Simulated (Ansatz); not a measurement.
Gas-phase electronic energies from Ansatz, PBE0-D4/def2-TZVP geometries. CCSD(T)/CBS is the MP2 limit (def2-TZVPP, def2-QZVPP) plus CCSD(T) − MP2 in def2-TZVPP, frozen cores. This one scheme is used for every species. DFT in def2-TZVPP. Each species was taken in one conformer, which may not be the lowest.

Reaction (ligand exchange at the Si–C bond): `C[SiH2]F` + `CO[SiH2]S` → `CO[SiH2]S[SiH2]F` + CH₄

`C[SiH2]F`:

Z-matrix (Å, degrees):
```
C
Si 1 1.853
H 1 1.094 2 110.1
H 1 1.092 2 111.0 3 -119.6
H 1 1.092 2 111.1 3 119.7
F 2 1.604 1 109.4 3 179.8
H 2 1.485 1 111.5 3 61.3
H 2 1.485 1 111.5 3 -61.7
```

`CO[SiH2]S`:

Cartesian coordinates in Å:
```
C 0.800 -1.249 0.784
O -0.324 -0.639 0.188
Si -0.370 0.957 -0.181
S -2.104 1.379 -1.325
H 0.651 -2.329 0.766
H 1.723 -1.016 0.240
H 0.919 -0.932 1.826
H 0.870 1.310 -0.922
H -0.494 1.803 1.034
H -1.672 0.715 -2.411
```

`CO[SiH2]S[SiH2]F`:

Z-matrix (Å, degrees):
```
C
O 1 1.412
H 1 1.095 2 111.9
H 1 1.092 2 109.5 3 120.4
H 1 1.092 2 109.0 3 -120.6
Si 2 1.631 1 126.7 3 -1.6
S 6 2.149 2 112.0 1 -108.3
H 6 1.485 2 109.0 1 13.1
H 6 1.480 2 109.8 1 135.5
Si 7 2.112 6 98.7 2 32.5
F 10 1.602 7 110.8 6 54.6
H 10 1.478 7 112.6 6 -64.2
H 10 1.479 7 106.6 6 172.6
```

CH₄:

Z-matrix (Å, degrees):
```
C
H 1 1.090
H 1 1.090 2 109.5
H 1 1.090 2 109.5 3 -120.0
H 1 1.090 2 109.5 3 120.0
```

(1) Is it downhill or uphill in electronic energy at CCSD(T)/CBS, and by how much? (Best estimate.)

(2) What do these levels give: PBE0-D4, PBE, r2SCAN, HF/def2-TZVPP, SCS-MP2/def2-TZVPP, MP2/CBS(def2)? (Estimate.)

Largest T1 diagnostic among the species: 0.012.

Results:

(1) Ansatz gave: Downhill: ΔE = -17.2 kcal/mol.

(2) The calculation gave: PBE0-D4 -17.7, PBE -15.9, r2SCAN -17.3, HF/def2-TZVPP -14.4, SCS-MP2/def2-TZVPP -16.8, MP2/CBS(def2) -18.5 kcal/mol.

The D4 term adds −3.2 kcal/mol with B3LYP and −1.8 kcal/mol with PBE0; it sums over pairs of atoms, weighted by their polarisabilities, and B3LYP, whose exchange is more repulsive, gets the larger term. In def2-TZVPP, CCSD(T) changes the Hartree–Fock value by −2.1 kcal/mol (the triples alone add −0.8 kcal/mol) and MP2 by −3.4 kcal/mol.

B3LYP here is the variant with VWN-RPA as its local correlation; programs differ in this.
